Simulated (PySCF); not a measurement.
germylsilane (GeH6Si), SMILES [SiH3][GeH3].

Geometry: PBE0-D3(BJ)/def2-TZVP.

Method: B3LYP/def2-TZVPD run with PySCF.

The molecule is in vacuum.

```yaml
total_energy: -2370.17457 hartree
point_group: C3v
highest_occupied_level: -8.09 eV
lowest_empty_level: -0.26 eV
orbital_gap: 7.83 eV
dipole_moment: 0.12 D
quadrupole, principal values (traceless, Buckingham form, about the centre of nuclear charge): -0.91, 0.46, 0.46 D·Å
mean_static_polarisability: 66.4 bohr³ (9.84 Å³)
polarisability_principal_values: 59.5, 59.5, 80.2 bohr³
```
